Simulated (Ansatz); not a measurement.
Consider the formal exchange of groups at a B–O bond: `C#CB(O)F` + `CCC(C)CC` → `C#CB(C)F` + `CCC(O)CC`.

Calculated with Ansatz (gas phase, PBE0-D4/def2-TZVP geometries, no zero-point term in ΔE). CCSD(T)/CBS adds triple-zeta CCSD(T) − MP2 to the extrapolated MP2 energy (def2 sets, frozen cores). DFT in def2-TZVPP. One conformer a species, not always the lowest.

Problem. Is it downhill or uphill in electronic energy at CCSD(T)/CBS, and by how much? (An estimate is asked.)

Solution. The calculation gave: Uphill: ΔE = +157.1 kJ/mol.

Problem. What do these levels give: r2SCAN-D4, PBE0-D4, ωB97M-V, PBE, r2SCAN, PBE0, HF/def2-TZVPP, MP2/def2-TZVPP, SCS-MP2/def2-TZVPP, HF/def2-QZVPP, HF/CBS(def2), CCSD/CBS(def2)? (An estimate is asked.)

Solution. Ansatz gave: r2SCAN-D4 150.3, PBE0-D4 150.4, ωB97M-V 151.7, PBE 142.5, r2SCAN 149.1, PBE0 147.2, HF/def2-TZVPP 150.3, MP2/def2-TZVPP 164.1, SCS-MP2/def2-TZVPP 160.2, HF/def2-QZVPP 151.0, HF/CBS(def2) 151.1, CCSD/CBS(def2) 156.7 kJ/mol.

Largest T1 diagnostic among the species: 0.014.

In def2-TZVPP, CCSD(T) changes the Hartree–Fock value by +6.9 kJ/mol (the triples alone add +0.3 kJ/mol) and MP2 by +13.8 kJ/mol. The D4 term adds +5.7 kJ/mol with B3LYP and +3.3 kJ/mol with PBE0; it sums over pairs of atoms, weighted by their polarisabilities, and B3LYP, whose exchange is more repulsive, gets the larger term. From PBE to PBE0 (25 % exact exchange), in def2-TZVPP and without D4, ΔE moves by +4.7 kJ/mol.

B3LYP here is the variant with VWN-RPA as its local correlation; programs differ in this.
